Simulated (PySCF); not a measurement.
Steps of a relaxation of [LaF2]+

[LaF2]+ (singlet). PySCF 2.14.0, RKS PBE0, La lcecp-1-SVP with ECP46, F def2-SVP; non-relativistic Hamiltonian with scalar-relativistic core potentials where named; density fitting; no spin-orbit coupling. Origin of the start: template. Columns: position (Å) and force (eV/Å). Energies are counted from the last step; some of the 7 steps are shown. Forces carry noise of the integration grid, about 0.01 to 0.03 eV/Å.

Run from Python with OMP_NUM_THREADS=2. Where DIIS fails, smearing, a level shift and second-order steps follow.
It took 8.2 s on 2 threads of Arm Neoverse V2 (shared host), from the converged density of the start.

```xyz
3
step 0  E = 0.494 eV
La    0.0000    0.0000   -0.1917     0.00    0.00    1.71
F     1.9938    0.0000    0.7006    -2.37    0.00   -0.86
F    -1.9938    0.0000    0.7006     2.37    0.00   -0.86
```

```xyz
3
step 2  E = 0.063 eV
La    0.0000    0.0000   -0.2305     0.00    0.00   -0.67
F     1.8013    0.0000    0.7201     0.14    0.00    0.34
F    -1.8013    0.0000    0.7201    -0.14    0.00    0.34
```

```xyz
3
step 4  E = 0.003 eV
La    0.0000    0.0000   -0.3879     0.00    0.00    0.29
F     1.6698    0.0000    0.7988    -0.20    0.00   -0.14
F    -1.6698    0.0000    0.7988     0.20    0.00   -0.14
```

Question: Where does the relaxation end?

Answer: It converges at step 6 in C2v:
```xyz
3
step 6  E = 0
La    0.0000    0.0000   -0.3891
F     1.6562    0.0000    0.7994
F    -1.6562    0.0000    0.7994
```

Question: How did the contacts change?

Answer: 
```csv
contact,start (Å),end (Å)
La1–F2 (F),2.184,2.039
La1–F3 (F),2.184,2.039
```
